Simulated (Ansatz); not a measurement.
C$_{4}$H$_{6}$Si, charge -1, doublet, geometry from GFN2-xTB (a state made from the parent by changing its charge; the spin is typed, not shown lowest) (a gas-phase anion, which may not be bound at this level); PBE0/STO-3G run with Ansatz (a program for electronic structure).

Here is a job for Ansatz.
Ansatz 0.2 input:
```yaml
crystal:
  periodic: [false, false, false]
  atoms:
    - {symbol: C, position_ang: [-1.23510431, 0.76204970, -0.41109720]}
    - {symbol: C, position_ang: [0.04736362, 1.26807139, -0.28472306]}
    - {symbol: Si, position_ang: [1.19340311, -0.07161919, 0.24325478]}
    - {symbol: C, position_ang: [-0.21341171, -1.25810642, 0.25087701]}
    - {symbol: C, position_ang: [-1.37625835, -0.60533511, -0.12118435]}
    - {symbol: H, position_ang: [-2.08793344, 1.37087101, -0.71409621]}
    - {symbol: H, position_ang: [0.26664660, 2.31268264, -0.48503378]}
    - {symbol: H, position_ang: [1.95641833, 0.12605762, 1.54710508]}
    - {symbol: H, position_ang: [2.37636754, -0.38607924, -0.66394090]}
    - {symbol: H, position_ang: [-0.21116985, -2.31601195, 0.49634177]}
    - {symbol: H, position_ang: [-2.34350829, -1.10492880, -0.18917728]}
basis:
  gaussian:
    orbitals: STO-3G
    fitting: {mean_field: def2-universal-JKFIT}
hamiltonian:
  xc: pbe0
total_charge: -1
magnetization: {spin_polarized: true, initial_magnetization: 1}
```

The log (banner, timings and long lists left out):

```
Functional definition: PBE0
536 factors; integrals over basis functions are off by at most 7.5e-3 eV
mean field evaluation 1: about -11966.4814 eV, gradient 1.3e1 eV
mean field evaluation 2: about -11966.7940 eV, gradient 1.2e1 eV
mean field evaluation 4: about -11967.5932 eV, gradient 4.6e-1 eV
mean field evaluation 8: about -11967.5946 eV, gradient 1.0e-2 eV
mean field evaluation 16: about -11967.5946 eV, gradient 1.3e-5 eV
mean field -11967.59459996 eV, -439.8009896216 hartree, gradient 1.3e-5 eV, S^2 0.761455; 0 other end points of the search recorded, 0 dependent functions left out
reference -11967.59461633 eV, -439.8009902231 hartree; 23, 22 occupied and 12, 13 virtual orbitals, 536 factors
Total energy: -11967.59461633 eV, -439.8009902231 hartree
```
